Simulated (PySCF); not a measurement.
**Simulated absorption spectrum**

C6H7NO.
SMILES: `Cn1cccc1C=O`

Level of theory: PySCF, TDDFT PBE0/def2-SVPD, vertical, gas phase, core orbitals frozen in the response. Isolated species at its GFN2-xTB geometry (one conformer only). Torsions of this conformer, `[CH3:1][n:2]1[cH:3][cH:4][cH:5][c:6]1[CH:7]=[O:8]`: C5–C6–C7–O8 180°.

Each state is given a Gaussian of 0.25 eV full width at half maximum, with ε(max) = 2.175×10⁸ f / Δν̃ (Δν̃ the width in cm⁻¹). The width is an assumption, not a result. The curve ends short of the highest state used, and states not computed would add to its high-energy end.

(E (eV), ε (L mol⁻¹ cm⁻¹)): (3.62, 0), (3.67, 0), (3.72, 1), (3.77, 4), (3.82, 10), (3.88, 21), (3.93, 31), (3.98, 37), (4.03, 36), (4.08, 27), (4.13, 17), (4.19, 7), (4.24, 3), (4.29, 1), (4.34, 0), (4.39, 0), (4.44, 0), (4.49, 0), (4.55, 6), (4.60, 36), (4.65, 180), (4.70, 719), (4.75, 2297), (4.80, 5878), (4.85, 12051), (4.91, 21306), (4.96, 26929), (5.01, 27594), (5.06, 23641), (5.11, 18589), (5.16, 16037), (5.21, 16624), (5.27, 18032), (5.32, 16675), (5.37, 12649), (5.42, 7736), (5.47, 3797), (5.52, 1493), (5.57, 471), (5.63, 88), (5.68, 17), (5.73, 3), (5.78, 0), (5.83, 0), (5.88, 0), (5.93, 0), (5.99, 0), (6.04, 1), (6.09, 4), (6.14, 14), (6.19, 43), (6.24, 105), (6.30, 229), (6.35, 343), (6.40, 411), (6.45, 396)

Problem. Where are the band maxima, and which computed states make them?

Solution. 310 nm (3.99 eV), ε about 38, made up of S1 (100%); 248 nm (4.99 eV), ε about 28000, made up of S2 (99%); 235 nm (5.27 eV), ε about 18000, made up of S3 (96%); 193 nm (6.42 eV), ε about 420, made up of S4 (100%) (ε in L mol⁻¹ cm⁻¹; maxima over ε = 5, shares over 10%). The states used: S1 3.99 eV (f 0.0003); S2 4.99 eV (f 0.256); S3 5.28 eV (f 0.161); S4 6.42 eV (f 0.0039); S5 7.03 eV (f 0.017); S6 7.05 eV (f 0.0067).

Problem. On this curve, what absorbance would a 10⁻⁴ mol/L sample give at 193 nm over a 1 cm path?

Solution. 193 nm is 6.424 eV, where ε is about 420 L mol⁻¹ cm⁻¹, so A = ε c l ≈ 0.042 (Beer–Lambert, with the gas-phase spectrum and the assumed width).

Problem. Coming from long wavelengths, where does ε first pass 100 L mol⁻¹ cm⁻¹?

Solution. At about 268 nm (4.63 eV), 0.64 eV above S1.

Problem. What would ε be at 4.99 eV, the highest of these maxima, with half the width (0.125 eV)?

Solution. About 55200 L mol⁻¹ cm⁻¹ against 28000, a factor of about 1.97; a lone state at its own centre would give exactly 2.

The run took 29 s of wall time on one thread, Arm Neoverse V2 (aarch64), shared host with 32 logical CPUs at a one-minute load of 17, and the process peaked at 0.86 GiB of memory.
